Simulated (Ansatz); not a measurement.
Job for Ansatz (a program for electronic structure): R-r2SCAN/def2-TZVPPD on FH3S (a complex). Files ending in .json are basis or fitting sets from the Basis Set Exchange.

Ansatz 0.2 input:
```yaml
crystal:
  periodic: [false, false, false]
  atoms:
    - {symbol: F, position_ang: [-0.32197108, 1.22989124, 0.10261259]}
    - {symbol: H, position_ang: [-0.03851373, 0.65189799, 0.78659770]}
    - {symbol: S, position_ang: [0.43578294, -0.71388923, 2.49962023]}
    - {symbol: H, position_ang: [-0.14233168, 0.09073448, 3.40722642]}
    - {symbol: H, position_ang: [-0.68307724, -1.43966960, 2.33598300]}
basis:
  gaussian:
    orbitals: def2-TZVPPD.json
hamiltonian:
  xc: {name: r2SCAN}
scf: {lower_state_search: off}
```

The log:

```
WARN ansatz: RAYON_NUM_THREADS=2 ignored (pool sized by the plan → 2); use --threads N
Functional definition: r2SCAN
these checks for a lower state are left out or cut short: stability, starts, cluster_reference, orbital_swaps, neighbouring_geometries, increment
integrals: 0.04 GiB planned
692 factors; their error is unknown
mean field: 0.39 GiB planned
mean field evaluation 1: about -13599.2029 eV, gradient 3.6e1 eV
mean field evaluation 2: about -13595.6492 eV, gradient 6.4e1 eV
mean field evaluation 4: about -13601.1720 eV, gradient 1.1e0 eV
mean field evaluation 8: about -13601.1725 eV, gradient 1.4e-2 eV
mean field evaluation 16: about -13601.1590 eV, gradient 1.8e-5 eV
mean field -13601.15898769 eV, -499.8333736010 hartree, gradient 3.5e-6 eV, S^2 0.000000; 0 other end points of the search recorded, 0 dependent functions left out
reference -13601.15900879 eV, -499.8333743764 hartree; 14, 14 occupied and 128, 128 virtual orbitals, 692 factors
Total energy: -13601.15900879 eV, -499.8333743764 hartree
Checks for a lower state left out: stability, starts, cluster_reference, orbital_swaps, neighbouring_geometries, increment
```

The run converged.

Cost: very roughly 1.7 core-seconds.
